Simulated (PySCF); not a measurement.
Molecule: `Fc1ccc(F)cc1`, C$_{6}$H$_{4}$F$_{2}$.

Atoms are numbered as in `[F:1][c:2]1[cH:3][cH:4][c:5]([F:6])[cH:7][cH:8]1`. Each H is labelled by its parent atom.

Spin–spin couplings on one PBE0-D3(BJ)/def2-SVP geometry, PySCF 2.14, gas phase, non-relativistic, equivalent pairs averaged (spin–dipole term only in couplings to heteroatoms); isotopes 13C, 19F; functional B3LYP.

Reference values (Hz): 1J(C2,F1) = 242.0 (measured; liquid or solution; F. J. Weigert, PhD thesis, Caltech 1968 (Carbon-13 magnetic resonance spectroscopy)); 2J(C3,F1) = 24.3 (measured; liquid or solution; F. J. Weigert, PhD thesis, Caltech 1968 (Carbon-13 magnetic resonance spectroscopy)); 3J(C4,F1) = 8.5 (measured; liquid or solution; F. J. Weigert, PhD thesis, Caltech 1968 (Carbon-13 magnetic resonance spectroscopy)).

How do the couplings (Hz) change with the basis set? Times are CPU seconds on shared hosts with different chips, so compare them loosely. Far from the basis limit: pcJ-0, 6-31G*, def2-TZVP, cc-pVTZ.

Answers


```
basis set  functions  1J(C2,F1)  2J(C3,F1)  3J(C4,F1)  mean abs. error  core-s
    pcJ-0        116     -385.7       -4.7       -3.3             56.1      18
   6-31G*        120     -187.6       19.5        2.7             21.7     7.1
    pcJ-1        256     -311.8       21.6        5.2             25.3      43
def2-TZVP        272     -341.2       22.2        6.1             34.6      69
  cc-pVTZ        296     -313.4       13.9        4.9             28.5      78
```

Errors compare magnitudes, without vibrational corrections, and the largest couplings weigh most in the mean. Closest: 6-31G*; furthest: pcJ-0.

The Fermi-contact term samples the wavefunction at the nucleus, which is why sets with added tight s functions (names with J) are made for couplings. Agreement of an ordinary basis with the reference is then largely a cancellation of errors.
